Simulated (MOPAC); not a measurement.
A run for MOPAC: PM7 on BCl+, 2S+1 = 2, a spin state set in the input, which need not be the lowest, a point of a bond scan (R = 1.603 Å). Charge +1.

```
PM7 1SCF PRECISE CHARGE=1 UHF MS=0.5 THREADS=1
BCl

B      0.00000000 1     0.00000000 1     0.00000000 1
Cl     0.00000000 1     0.00000000 1     1.60273800 1
```

It printed:

```
*******************************************************************************
 **                                                                           **
 **                              MOPAC v23.2.5                                **
 **                                                                           **
 *******************************************************************************
 ** MOPAC's Digital Object Identifier: https://doi.org/10.5281/zenodo.6511958 **
 **                                                                           **
 ** Please cite the open-source release paper for use of this MOPAC version:  **
 ** J. E. Moussa and J. J. P. Stewart (2026)                                  **
 ** MOPAC: An open-source semiempirical molecular orbital program             **
 ** J. Open Source Softw., 11(119), 8025, https://doi.org/10.21105/joss.08025 **
 *******************************************************************************

                              PM7 CALCULATION RESULTS

 *******************************************************************************
 *  PM7        - The PM7 Hamiltonian to be used
 *  UHF        - UNRESTRICTED HARTREE-FOCK CALCULATION
 *
 *
 *
 *                 CHARGE ON SYSTEM = +1
 *
 *
 *
 *  MS=        - IN MECI, MAGNETIC COMPONENT OF SPIN =  0.5
 *  PRECISE    - TIGHTER CRITERIA TO BE USED
 *  1SCF       - DO 1 SCF AND THEN STOP
 *  THREADS=1  - MULTI-THREADING NOT USED
 *  T=         - A TIME OF 172800.0 SECONDS REQUESTED
 *  DUMP=N     - RESTART FILE WRITTEN EVERY 7200.0 SECONDS REQUESTED
 *******************************************************************************
PM7 1SCF PRECISE CHARGE=1 UHF MS=0.5 THREADS=1
 BCl

   ATOM   CHEMICAL          X               Y               Z
  NUMBER   SYMBOL      (ANGSTROMS)     (ANGSTROMS)     (ANGSTROMS)

     1       B          0.00000000  *   0.00000000  *   0.00000000  *
     2      Cl          0.00000000  *   0.00000000  *   1.60273800  *



          CARTESIAN COORDINATES

    NO.       ATOM           X           Y           Z

     1         B          0.0000      0.0000      0.0000
     2        Cl          0.0000      0.0000      1.6027

 General Reference for PM7:
 "Optimization of Parameters for Semiempirical Methods VI: More Modifications to the
 NDDO Approximations and Re-optimization of Parameters", J. J. P. Stewart, J. Mol. Mod., 1:32, 19 (2013)
 https://link.springer.com/article/10.1007/s00894-012-1667-x

           Empirical Formula: B Cl  =     2 atoms



      MOLECULAR POINT GROUP   :   C*v


          UHF CALCULATION, NO. OF ALPHA ELECTRONS =    5
                           NO. OF BETA  ELECTRONS =    4

 -------------------------------------------------------------------------------
 PM7 1SCF PRECISE CHARGE=1 UHF MS=0.5 THREADS=1
 BCl



     1SCF WAS SPECIFIED, SO BFGS WAS NOT USED
     SCF FIELD WAS ACHIEVED


                              PM7 CALCULATION
                                                       MOPAC v23.2.5 Linux




          FINAL HEAT OF FORMATION =        245.00392 KCAL/MOL =    1025.09639 KJ/MOL


          COSMO AREA              =         73.21 SQUARE ANGSTROMS
          COSMO VOLUME            =         56.33 CUBIC ANGSTROMS

          IONIZATION POTENTIAL    =         16.383250 EV
          ALPHA SOMO LUMO (EV)    =        -16.383 -6.489
          BETA  SOMO LUMO (EV)    =        -18.364 -7.882
          NO. OF ALPHA ELECTRONS  =          5
          NO. OF BETA  ELECTRONS  =          4
          MOLECULAR WEIGHT        =         46.2630         POINT GROUP:  C*v

          MOLECULAR DIMENSIONS (Angstroms)

            Atom       Atom       Distance
           Cl     2    B     1     1.60274
           Cl     2    B     1     0.00000
            B     1   Cl     2     0.00000


          SCF CALCULATIONS        =          1





   ATOM   CHEMICAL          X               Y               Z
  NUMBER   SYMBOL      (ANGSTROMS)     (ANGSTROMS)     (ANGSTROMS)

     1       B          0.00000000  *   0.00000000  *   0.00000000  *
     2      Cl          0.00000000  *   0.00000000  *   1.60273800  *

                             CARTESIAN COORDINATES

   1    B        0.000000000     0.000000000     0.000000000
   2   Cl        0.000000000     0.000000000     1.602738000


           Empirical Formula: B Cl  =     2 atoms



      MOLECULAR POINT GROUP   :   C*v


          ALPHA EIGENVALUES
 -32.49663 -21.51799 -18.39598 -18.39598 -16.38325  -6.48879  -6.48879  -4.79459
  59.60469  59.94552  59.94552  61.00544  61.00544


           BETA EIGENVALUES
 -31.82172 -21.79267 -18.36433 -18.36433  -7.88220  -6.22355  -6.22355  -5.42721
  59.78811  60.08045  60.08045  61.01186  61.01186


              NET ATOMIC CHARGES AND DIPOLE CONTRIBUTIONS

  ATOM NO.   TYPE          CHARGE      No. of ELECS.   s-Pop       p-Pop       d-Pop
    1          B           0.865381        2.1346     1.18974     0.94488
    2         Cl           0.134619        6.8654     1.98986     4.87421     0.00132
 DIPOLE           X         Y         Z       TOTAL
 POINT-CHG.     0.000     0.000    -4.863     4.863
 HYBRID         0.000     0.000     0.073     0.073
 SUM            0.000     0.000    -4.790     4.790


          ATOMIC ORBITAL ELECTRON POPULATIONS

     Atom    s        px        py        pz      x^2-y^2     xz        z^2       yz        xy
    1  B   1.18974   0.15451   0.15451   0.63586
    2 Cl   1.98986   1.84526   1.84526   1.18368   0.00000   0.00023   0.00087   0.00023   0.00000


                    (SZ)    =    0.500000
                    (S**2)  =    0.769079


          ATOMIC ORBITAL SPIN POPULATIONS

    Atom   Total    s     px     py     pz   x^2-y^2  xz     z^2    yz     xy
         Atomic
    1  B  0.8129  0.475  0.005  0.005  0.328
    2 Cl  0.1871 -0.002 -0.005 -0.005  0.199  0.000  0.000  0.000  0.000  0.000

 **********************
 *                    *
 * JOB ENDED NORMALLY *
 *                    *
 **********************




 == MOPAC DONE ==
```

The run finished.

Cost: very roughly 0.03 core-seconds.
